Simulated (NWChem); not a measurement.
# CH2N, doublet; SMILES C=[N]

Computed with NWChem. Spin-unrestricted. Medium grid unless said otherwise, to which SCAN and Minnesota functionals are sensitive. In the optimisation the excess spin sits in b2 (C2v, its own frame). All runs use the structure optimised with PBE-D3(BJ)/def2-SVP, spin-unrestricted. No stability test was run on the SCF state.

For level MPW1K/def2-SVP:

```
Quantity                                                     Result
-----------------------------------------------------------  ------
lowest empty minus highest occupied level, either spin (eV)    7.92
```

**Question.** How do the values read with level M05-2X/def2-SVP instead?

**Answer.** The lowest empty minus highest occupied level, either spin (eV) is 8.34.
